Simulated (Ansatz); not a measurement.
Isolated molecules relaxed with PBE0-D4/def2-TZVP in Ansatz; ΔE leaves out vibrations. CCSD(T)/CBS is the MP2 limit (def2-TZVPP, def2-QZVPP) plus CCSD(T) − MP2 in def2-TZVPP, frozen cores. This one scheme is used for every species. DFT in def2-TZVPP. B3LYP here is the variant with VWN-RPA as its local correlation; programs differ in this. Each species was taken in one conformer, which may not be the lowest.

Consider the cleavage of the Si–B bond: `FB[SiH2][SiH3]` + `O[SiH2]F` → `F[SiH2]O[SiH2][SiH3]` + `BF`.

Question: Is it downhill or uphill in electronic energy at CCSD(T)/CBS, and by how much? (An estimate is asked.)

Answer: The calculation gave: Downhill: ΔE = -116.5 kJ/mol.

Question: What do these levels give: r2SCAN-D4, B3LYP-D4, ωB97X-V, ωB97M-V, PBE0, B3LYP, HF/def2-TZVPP, SCS-MP2/def2-TZVPP, CCSD(T)/def2-TZVPP, HF/CBS(def2), MP2/CBS(def2), CCSD/CBS(def2)? (An estimate is asked.)

Answer: The calculation gave: r2SCAN-D4 -107.4, B3LYP-D4 -118.8, ωB97X-V -113.8, ωB97M-V -115.9, PBE0 -96.8, B3LYP -112.4, HF/def2-TZVPP -140.9, SCS-MP2/def2-TZVPP -126.9, CCSD(T)/def2-TZVPP -115.3, HF/CBS(def2) -144.1, MP2/CBS(def2) -123.8, CCSD/CBS(def2) -119.9 kJ/mol.

Largest T1 diagnostic among the species: 0.015.

The D4 term adds −6.4 kJ/mol with B3LYP and −3.8 kJ/mol with PBE0; it sums over pairs of atoms, weighted by their polarisabilities, and B3LYP, whose exchange is more repulsive, gets the larger term. From PBE to PBE0 (25 % exact exchange), in def2-TZVPP and without D4, ΔE moves by −10.0 kJ/mol.
